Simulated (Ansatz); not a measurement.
Abridged output of a molecular run in Ansatz:

```
Functional definition: HF
1386 factors; integrals over basis functions are off by at most 1.3e-3 eV
mean field evaluation 1: about -72196.6107 eV, gradient 3.3e1 eV
mean field evaluation 2: about -72196.6618 eV, gradient 3.3e1 eV
mean field evaluation 4: about -72199.7270 eV, gradient 3.4e0 eV
mean field evaluation 8: about -72199.7620 eV, gradient 9.0e-5 eV
mean field -72199.76201639 eV, -2653.2923153461 hartree, gradient 2.6e-6 eV, S^2 0.000000; 0 other end points of the search recorded, 0 dependent functions left out
17 core orbitals not correlated: weight in the atoms' cores, before any rotation towards them, 1.000 or more for the frozen orbitals, at most 0.000 for the correlated occupied ones
reference -72199.76201639 eV, -2653.2923153461 hartree; 21, 21 occupied and 99, 99 virtual orbitals, 1386 factors
second order -21.76287894 eV of doubles, -0.00000000 eV of singles
cycle   1  -22.63216686 eV  change   -8.7e-1 eV  update   9.3e-2
cycle   2  -23.21022467 eV  change   -5.8e-1 eV  update   2.6e-2
cycle   3  -23.28648469 eV  change   -7.6e-2 eV  update   1.0e-2
cycle   4  -23.28912512 eV  change   -2.6e-3 eV  update   2.3e-3
cycle   5  -23.28912924 eV  change   -4.1e-6 eV  update   6.1e-4
cycle   6  -23.28909410 eV  change    3.5e-5 eV  update   1.7e-4
cycle   7  -23.28914792 eV  change   -5.4e-5 eV  update   4.9e-5
cycle   8  -23.28916842 eV  change   -2.1e-5 eV  update   1.6e-5
perturbative correction -0.64208701 eV, -0.0235962624 hartree
Total energy: -72223.69327182 eV, -2654.1717727619 hartree
```

Its atoms:

Cartesian coordinates in Å:
```
C 1.0582 -0.8654 1.2857
Ge -0.0021 -0.2852 -0.2382
C -1.8627 0.0426 0.2243
C 0.8073 1.2048 -1.1910
Cl -0.0144 -1.9603 -1.6369
H 0.6090 -1.7488 1.7406
H 1.1084 -0.0705 2.0332
H 2.0709 -1.1124 0.9657
H -2.2970 -0.8457 0.6839
H -2.4340 0.2889 -0.6712
H -1.9340 0.8748 0.9283
H 0.8454 2.0865 -0.5473
H 0.2231 1.4430 -2.0804
H 1.8220 0.9477 -1.4966
```

(1) Which basis set was used?
A. def2-TZVPPD
B. def2-SVPD
C. def2-SVP
D. cc-pV(Q+d)Z

(2) Write the keys of the input that set method, charge and spin (a neutral closed shell needs none for the last two).

Answers

(1) C. It gives 137 functions.

(2) 
```yaml
correlation: {method: ccsd_t}
```
